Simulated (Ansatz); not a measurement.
Mn2(F)4 (Mn₂F₄). The state is a multiplicity 11 with charge 0. Geometry relaxed at PBE0-D4/def2-SVP.

```xyz
6

Mn    0.828   -0.465    1.221
F     1.799   -0.991    2.634
F    -0.667    0.776    0.748
Mn   -0.832    0.460   -1.221
F    -1.786    1.006   -2.637
F     0.657   -0.787   -0.745
```

**Question.** Estimate the harmonic wavenumbers at UKS PBE0-D4/def2-SVP (Ansatz, unscaled). Is this a minimum?

**Answer.** 46, 62, 65, 89, 178, 200, 358, 390, 456, 466, 661, 681 cm⁻¹. Yes, no mode is imaginary beyond noise. Zero-point energy 21.8 kJ/mol. Run time 97 s (4 threads of Arm Neoverse V1 on a shared host).
